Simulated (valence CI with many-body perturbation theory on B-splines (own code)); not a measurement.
**E1 transitions of I XXXIX**

Computed by configuration interaction combined with many-body perturbation theory (CI+MBPT): five valence electrons over a frozen Dirac-Fock core [Ne], a basis of 11 s, 11 p, 10 d, 8 f, 5 g, 2 h functions for each j, with the one-electron correlation potential Σ1 (screened to all orders), the two-electron term Σ2, the three-electron term Σ3, Breit, model QED; selected single and double excitations, second order for the rest, scaled by the run's own slope (own B-spline code, finite nucleus).

The last digits are not significant, and no measured levels were compared; by estimate large intervals hold to a few tenths of a per cent, small ones and those within an open d or f shell to about a per cent. Among the levels kept, up to 4700 cm⁻¹ of a level comes from second order outside the variational space, and about a tenth of that is noise between levels of different J, which matters for small intervals.

Lines 151 to 200 of 556 in falling wavelength, among levels below 4194.4 × 10³ cm⁻¹, chosen from the strongest by gf and those to the six lowest levels. Wavelengths and rates use the calculated energies. Electric multipoles are in the length gauge, E1 and E2 with the static RPA response of the core. Weak lines are less certain than strong ones. Lines between different terms over intervals too small for the method are left out, as are lines whose strength nearly cancels. Where a level lies close to another of its J and parity, the split of strength between their lines is uncertain. The highest levels of a list are the least certain.

Levels are named by their leading jj configuration (3d3/2^4 stands for four electrons in 3d with j = 3/2), which in mixed levels can hold well under half, so a name can repeat and another be missing. Letters in brackets count levels of one name in rising energy.

| λ vac (Å) | Upper | Lower | A (s⁻¹) | S (a.u.) with core polarisation | S without |
| --- | --- | --- | --- | --- | --- |
| 68.23 | (3s 3p3/2^3 3d3/2) J=5/2 | (3s^2 3p3/2^2 3d5/2) J=3/2 | 9.57e+10 | 9.00e-02 | 9.17e-02 |
| 68.19 | (3s 3p1/2 3p3/2^2 3d5/2) J=5/2 [b] | (3s^2 3p1/2 3p3/2 3d3/2) J=3/2 [b] | 3.88e+10 | 3.64e-02 | 3.71e-02 |
| 68.14 | (3s^2 3p3/2 3d5/2^2) J=5/2 [b] | (3s^2 3p3/2^2 3d3/2) J=3/2 [b] | 2.51e+10 | 2.35e-02 | 2.40e-02 |
| 68.06 | (3s 3p1/2 3p3/2^2 3d3/2) J=7/2 [b] | (3s^2 3p1/2 3p3/2 3d3/2) J=7/2 | 1.25e+10 | 1.56e-02 | 1.59e-02 |
| 68.03 | (3s 3p1/2 3p3/2^2 3d5/2) J=3/2 [f] | (3s 3p1/2 3p3/2^3) J=1/2 | 2.77e+11 | 1.72e-01 | 1.75e-01 |
| 67.97 | (3s 3p1/2 3p3/2^2 3d5/2) J=5/2 [d] | (3s^2 3p1/2 3p3/2 3d5/2) J=5/2 [b] | 8.63e+10 | 8.02e-02 | 8.18e-02 |
| 67.97 | (3s^2 3p1/2 3d3/2 3d5/2) J=7/2 | (3s^2 3p1/2 3p3/2 3d3/2) J=5/2 [a] | 8.69e+10 | 1.08e-01 | 1.10e-01 |
| 67.73 | (3s^2 3p3/2 3d3/2 3d5/2) J=7/2 [d] | (3s^2 3p3/2^2 3d3/2) J=5/2 | 9.05e+10 | 1.11e-01 | 1.13e-01 |
| 67.68 | (3s^2 3p3/2 3d5/2^2) J=1/2 | (3s^2 3p3/2^2 3d3/2) J=1/2 | 1.18e+11 | 3.62e-02 | 3.69e-02 |
| 67.67 | (3s 3p1/2 3p3/2^2 3d5/2) J=5/2 [c] | (3s 3p1/2 3p3/2^3) J=3/2 [a] | 7.71e+10 | 7.08e-02 | 7.21e-02 |
| 67.48 | (3s 3p1/2 3p3/2^2 3d5/2) J=5/2 [f] | (3s^2 3p1/2 3p3/2 3d5/2) J=5/2 [c] | 2.49e+11 | 2.27e-01 | 2.31e-01 |
| 67.43 | (3s 3p1/2 3p3/2^2 3d5/2) J=7/2 [c] | (3s^2 3p1/2 3p3/2 3d3/2) J=5/2 [b] | 7.16e+10 | 8.67e-02 | 8.84e-02 |
| 67.39 | (3s 3p1/2^2 3d3/2 3d5/2) J=5/2 [b] | (3s 3p1/2^2 3p3/2 3d3/2) J=7/2 | 1.89e+10 | 1.71e-02 | 1.74e-02 |
| 67.37 | (3s^2 3p3/2 3d5/2^2) J=3/2 | (3s^2 3p3/2^2 3d5/2) J=5/2 [a] | 5.42e+10 | 3.27e-02 | 3.33e-02 |
| 67.37 | (3s 3p1/2^2 3d3/2 3d5/2) J=3/2 [b] | (3s 3p1/2^2 3p3/2 3d3/2) J=3/2 [a] | 2.23e+10 | 1.34e-02 | 1.37e-02 |
| 67.30 | (3s^2 3p3/2 3d3/2 3d5/2) J=5/2 [c] | (3s^2 3p3/2^2 3d3/2) J=3/2 [a] | 6.79e+10 | 6.13e-02 | 6.24e-02 |
| 67.23 | (3s 3p1/2^2 3d5/2^2) J=9/2 | (3s 3p1/2^2 3p3/2 3d5/2) J=9/2 | 1.82e+10 | 2.73e-02 | 2.78e-02 |
| 67.14 | (3p1/2^2 3p3/2^2 3d3/2) J=3/2 | (3s 3p1/2^2 3p3/2 3d3/2) J=3/2 [b] | 5.55e+10 | 3.32e-02 | 3.38e-02 |
| 67.11 | (3s 3p1/2 3p3/2^2 3d3/2) J=1/2 [c] | (3s^2 3p1/2 3p3/2 3d3/2) J=3/2 [b] | 8.62e+10 | 2.57e-02 | 2.62e-02 |
| 67.08 | (3s 3p1/2 3p3/2^2 3d5/2) J=3/2 [c] | (3s 3p1/2 3p3/2^3) J=3/2 [a] | 1.51e+11 | 8.97e-02 | 9.14e-02 |
| 67.01 | (3s^2 3p3/2 3d3/2 3d5/2) J=5/2 [c] | (3s^2 3p3/2^2 3d3/2) J=5/2 | 4.06e+10 | 3.61e-02 | 3.68e-02 |
| 66.93 | (3s 3p1/2 3p3/2^2 3d5/2) J=3/2 [b] | (3s^2 3p1/2 3p3/2 3d3/2) J=5/2 [b] | 4.14e+10 | 2.45e-02 | 2.50e-02 |
| 66.91 | (3s^2 3p1/2 3d3/2 3d5/2) J=5/2 [b] | (3s^2 3p1/2 3p3/2 3d5/2) J=5/2 [a] | 1.79e+10 | 1.59e-02 | 1.61e-02 |
| 66.89 | (3s 3p1/2 3p3/2^2 3d5/2) J=3/2 [f] | (3s 3p1/2 3p3/2^3) J=3/2 [b] | 8.97e+10 | 5.30e-02 | 5.40e-02 |
| 66.86 | (3s^2 3p1/2 3d3/2 3d5/2) J=9/2 | (3s^2 3p1/2 3p3/2 3d3/2) J=7/2 | 1.65e+11 | 2.43e-01 | 2.48e-01 |
| 66.85 | (3s 3p1/2 3p3/2^2 3d5/2) J=7/2 [f] | (3s^2 3p1/2 3p3/2 3d5/2) J=5/2 [b] | 7.54e+10 | 8.89e-02 | 9.06e-02 |
| 66.82 | (3s 3p1/2 3p3/2^3) J=3/2 [a] | (3s^2 3p1/2 3p3/2^2) J=3/2 | 1.05e+11 | 6.21e-02 | 6.33e-02 |
| 66.74 | (3s 3p1/2 3p3/2^2 3d3/2) J=3/2 [b] | (3s^2 3p1/2 3p3/2 3d3/2) J=3/2 [a] | 3.50e+10 | 2.05e-02 | 2.09e-02 |
| 66.71 | (3s 3p1/2 3p3/2^2 3d5/2) J=3/2 [a] | (3s^2 3p1/2 3p3/2 3d5/2) J=3/2 [a] | 7.77e+10 | 4.56e-02 | 4.64e-02 |
| 66.69 | (3s 3p1/2^2 3d3/2 3d5/2) J=7/2 [b] | (3s 3p1/2^2 3p3/2 3d3/2) J=7/2 | 2.15e+10 | 2.52e-02 | 2.57e-02 |
| 66.68 | (3s 3p1/2 3p3/2^2 3d3/2) J=5/2 [b] | (3s^2 3p1/2 3p3/2 3d3/2) J=3/2 [a] | 1.31e+10 | 1.15e-02 | 1.17e-02 |
| 66.67 | (3s^2 3p3/2 3d5/2^2) J=1/2 | (3s^2 3p3/2^2 3d5/2) J=1/2 | 7.04e+10 | 2.06e-02 | 2.10e-02 |
| 66.67 | (3s 3p1/2^2 3p3/2 3d5/2) J=5/2 [b] | (3s^2 3p1/2^2 3d5/2) J=5/2 | 5.29e+10 | 4.64e-02 | 4.73e-02 |
| 66.66 | (3s 3p1/2 3p3/2^2 3d5/2) J=5/2 [f] | (3s^2 3p1/2 3p3/2 3d5/2) J=3/2 [b] | 1.82e+10 | 1.59e-02 | 1.63e-02 |
| 66.66 | (3s 3p1/2 3p3/2^2 3d5/2) J=5/2 [e] | (3s^2 3p1/2 3p3/2 3d5/2) J=5/2 [b] | 1.33e+10 | 1.17e-02 | 1.19e-02 |
| 66.60 | (3s^2 3p3/2 3d3/2 3d5/2) J=9/2 [b] | (3s^2 3p3/2^2 3d3/2) J=7/2 | 2.10e+11 | 3.07e-01 | 3.12e-01 |
| 66.56 | (3s^2 3p3/2 3d3/2 3d5/2) J=7/2 [d] | (3s^2 3p3/2^2 3d5/2) J=7/2 | 2.64e+10 | 3.07e-02 | 3.13e-02 |
| 66.53 | (3s 3p1/2 3p3/2^2 3d3/2) J=3/2 [c] | (3s^2 3p1/2 3p3/2 3d3/2) J=1/2 [a] | 2.38e+10 | 1.38e-02 | 1.41e-02 |
| 66.51 | (3s 3p1/2 3p3/2^2 3d3/2) J=3/2 [b] | (3s^2 3p1/2 3p3/2 3d3/2) J=5/2 [a] | 4.53e+10 | 2.63e-02 | 2.69e-02 |
| 66.51 | (3s 3p1/2 3p3/2^2 3d5/2) J=5/2 [d] | (3s 3p1/2 3p3/2^3) J=3/2 [a] | 5.22e+10 | 4.55e-02 | 4.63e-02 |
| 66.48 | (3s^2 3p1/2 3d5/2^2) J=9/2 | (3s^2 3p1/2 3p3/2 3d5/2) J=9/2 | 1.11e+11 | 1.60e-01 | 1.64e-01 |
| 66.42 | (3s 3p1/2 3p3/2^2 3d3/2) J=3/2 [g] | (3s 3p1/2 3p3/2^3) J=3/2 [a] | 5.01e+10 | 2.90e-02 | 2.95e-02 |
| 66.23 | (3s 3p1/2 3p3/2^2 3d5/2) J=3/2 [e] | (3s^2 3p1/2 3p3/2 3d5/2) J=5/2 [c] | 7.06e+10 | 4.05e-02 | 4.13e-02 |
| 66.23 | (3s 3p1/2 3p3/2^2 3d5/2) J=7/2 [b] | (3s^2 3p1/2 3p3/2 3d5/2) J=5/2 [a] | 1.18e+10 | 1.36e-02 | 1.38e-02 |
| 66.21 | (3s 3p1/2^2 3p3/2 3d5/2) J=7/2 [a] | (3s 3p1/2^2 3p3/2^2) J=5/2 | 4.18e+10 | 4.79e-02 | 4.87e-02 |
| 66.19 | (3s 3p1/2 3p3/2^2 3d3/2) J=5/2 [d] | (3s^2 3p1/2 3p3/2 3d5/2) J=3/2 [a] | 4.90e+10 | 4.21e-02 | 4.29e-02 |
| 66.11 | (3s 3p1/2 3p3/2^2 3d5/2) J=7/2 [d] | (3s^2 3p1/2 3p3/2 3d3/2) J=5/2 [b] | 1.47e+11 | 1.68e-01 | 1.71e-01 |
| 66.09 | (3s^2 3p3/2 3d3/2 3d5/2) J=5/2 [e] | (3s^2 3p3/2^2 3d3/2) J=3/2 [b] | 3.09e+10 | 2.65e-02 | 2.69e-02 |
| 66.07 | (3s 3p1/2 3p3/2^2 3d5/2) J=5/2 [e] | (3s^2 3p1/2 3p3/2 3d5/2) J=7/2 [b] | 3.50e+10 | 2.99e-02 | 3.05e-02 |
| 66.00 | (3s 3p1/2^2 3d3/2 3d5/2) J=5/2 [b] | (3s 3p1/2^2 3p3/2 3d3/2) J=5/2 [a] | 4.46e+10 | 3.80e-02 | 3.87e-02 |
